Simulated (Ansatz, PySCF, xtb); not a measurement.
Dimer: NH3 (SMILES N) (first 4 atoms) with ClH3Si (SMILES [SiH3]Cl); geometry from B3LYP-D3(BJ)/def2-TZVP, rigid monomers moved along the line of their centres of mass till N1···Si5 is 2.80 Å.
(charge 0, multiplicity 1):
```tsv
atom	x (Å)	y (Å)	z (Å)
N	-0.0938	-0.0748	0.3117
H	-0.3093	0.8987	0.4935
H	0.5287	-0.1116	-0.4873
H	-0.9614	-0.5283	0.0487
Si	0.4687	-0.9953	2.9003
Cl	-1.2859	0.1064	3.0615
H	0.7510	-1.4701	4.2748
H	1.5727	-0.1294	2.4575
H	0.2571	-2.1600	2.0264
```

Interaction energies are E(AB) − E(A) − E(B) at the monomers' geometry in the complex; basis-set methods are counterpoise corrected. Rows marked so take none.

Rows in 6-31G* carry no dispersion term and start afresh at each structure (6-31G* with six Cartesian d functions).

Run with Ansatz (Gaussian orbitals); PySCF for 6-31G* rows, the dispersion terms; xtb for the GFN methods. 

### Question
Predict the interaction energy from B3LYP/6-31G* (no counterpoise).

### Answer
-15 kJ/mol

### Question
What is the computed interaction energy (B3LYP-D3(BJ)/def2-TZVPPD)?

### Answer
-10 kJ/mol

### Question
Estimate the interaction energy that GFN1-xTB returns for this input.

### Answer
-43 kJ/mol

Ansatz is a quantum-chemistry and plane-wave program.
